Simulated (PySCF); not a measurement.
Zn(SeH)(SiH3) (H₄SeSiZn), SMILES [SiH3][Zn][SeH]. Atoms are numbered in the order given.

```xyz
7

Zn    -0.1697    -0.2968     0.3374
Se     0.5824     1.1504    -1.3210
H      1.9562     1.0550    -0.7826
Si    -0.9494    -1.7790     2.0245
H     -1.8598    -2.8207     1.4563
H     -1.7051    -1.0511     3.0901
H      0.1898    -2.4885     2.6849
```
Charge 0, spin multiplicity 1.

The structure is a stationary point at B3LYP-D3(BJ)/def2-SVP. The structure was generated by enumeration; whether it is a known compound was not checked. Other conformers were not sampled.

Calculation: PySCF with M06-2X/def2-TZVPD.

ESP charges are fitted to the potential on shells at 1.4 to 2.0 van der Waals radii. Atomic charges (e):

```tsv
atom	meta-Löwdin	ESP fit
Zn1	1.01	0.50
Se2	-0.67	-0.39
H3	0.06	0.10
Si4	-0.18	-0.22
H5	-0.07	0.02
H6	-0.07	0.01
H7	-0.07	0.00
```
